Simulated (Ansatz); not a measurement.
Results of the Gaussian-basis code of Ansatz.

A structure relaxed at PBE0-D4/def2-TZVP, charge 0, multiplicity 1:

Cartesian coordinates in Å:
```
Cl 1.1146 -0.6671 1.8829
Sn 0.0000 0.0000 0.0000
Cl -0.6386 -1.8398 -1.2002
Cl -1.8526 1.2022 0.5962
Cl 1.3766 1.3047 -1.2789
```

(1) Give its formula and SMILES.

(2) Point group (tolerance 0.08 Å, 0.16 Å for H)?

(3) Summarise the bond lengths by kind.

Answers

(1) Cl4Sn, `[Cl][Sn]([Cl])([Cl])[Cl]` (tin tetrachloride).

(2) Td.

(3) 4 × Cl–Sn 2.288 Å.
